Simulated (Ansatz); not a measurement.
Reaction (redistribution): `[OH][Y]([F])[Cl]` + `[F][Ge]([SH])([Cl])[Cl]` → `[OH][Y]([F])[F]` + `[SH][Ge]([Cl])([Cl])[Cl]`

Program: Ansatz. Geometries: PBE0-D4/def2-TZVP. ΔE: electronic, gas phase. CBS: MP2 limit from def2 TZ/QZ plus the TZ coupled-cluster correction, frozen cores. Functionals use def2-TZVPP. B3LYP here is the variant with VWN-RPA as its local correlation; programs differ in this. Elements past krypton have def2 core potentials. For Ge, Y outer-core shells are correlated without core-valence functions, which leaves a few kJ/mol of doubt a bond. Scalar relativity is left out up to krypton. Each species was taken in one conformer, which may not be the lowest.

`[OH][Y]([F])[Cl]`:

```xyz
5

O     1.220    0.750    0.245
Y    -0.402   -0.355   -0.109
F    -0.140   -2.263   -0.615
Cl   -2.683    0.604    0.069
H     2.005    1.264    0.410
```

`[F][Ge]([SH])([Cl])[Cl]`:

Z-matrix (Å, degrees):
```
Ge
S 1 2.181
Cl 1 2.115 2 109.1
F 1 1.720 2 111.1 3 -117.8
Cl 1 2.121 2 113.6 3 124.4
H 2 1.346 1 92.1 3 -174.4
```

`[OH][Y]([F])[F]`:

Cartesian coordinates in Å:
```
O -0.949 -0.098 1.055
Y 0.392 0.040 -0.436
F 1.665 -1.466 -0.802
F 0.475 1.687 -1.579
H -1.584 -0.163 1.762
```

`[SH][Ge]([Cl])([Cl])[Cl]`:

```xyz
6

S     0.453   -0.059   -1.779
Ge   -0.193    0.236    0.291
Cl   -1.174    2.117    0.378
Cl   -1.536   -1.280    0.947
Cl    1.442    0.238    1.656
H     1.008   -1.251   -1.493
```

| level | ΔE (kcal/mol) |
| --- | --- |
| r2SCAN-D4 | -0.1 |
| B3LYP | -0.3 |
| MP2/CBS(def2) | -1.8 |
| CCSD/CBS(def2) | 0.0 |

Q: What does CCSD(T)/CBS give? (Best estimate.)

A: Ansatz gave: -0.5 kcal/mol. The listed levels differ from it by 0.4, 0.2, -1.3, 0.5 kcal/mol.

Q: What do rigid-rotor, harmonic-oscillator terms from PBE0-D4/def2-TZVP frequencies (298.15 K, 1 bar) make of the CCSD(T)/CBS value? (An estimate is asked.)

A: The calculation gave: ΔZPE = -0.3 kcal/mol, ΔH = -0.7 kcal/mol, ΔS = -6 J/(mol·K), ΔG = -0.3 kcal/mol. Modes under 50 cm⁻¹ make the entropy rough.

Largest T1 diagnostic among the species: 0.015.

From BLYP to BHLYP (50 % exact exchange), in def2-TZVPP and without D4, ΔE moves by +2.9 kcal/mol. The D4 term adds −1.4 kcal/mol with B3LYP and −0.7 kcal/mol with PBE0; it sums over pairs of atoms, weighted by their polarisabilities, and B3LYP, whose exchange is more repulsive, gets the larger term.
